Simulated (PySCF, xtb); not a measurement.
ReOF₃, SMILES [O]=[Re]([F])([F])[F] (connectivity only; charge and spin as stated), neutral, multiplicity 3.

Harmonic wavenumbers (cm⁻¹) from GFN2-xTB (xtb) at its own minimum, in rising order: 103, 204, 217, 245, 261, 466, 519, 544, 974.

Problem. What does PBE-D3(BJ)/def2-SVP (PySCF) give at its own minimum? (The exact figures need the calculation; the answer reports its results.)

Solution. 117, 217, 224, 228, 266, 634, 682, 683, 1025. Paired by order, the mean absolute difference is 64 cm⁻¹ and the zero-point energies are 5.1 and 5.8 kcal/mol.
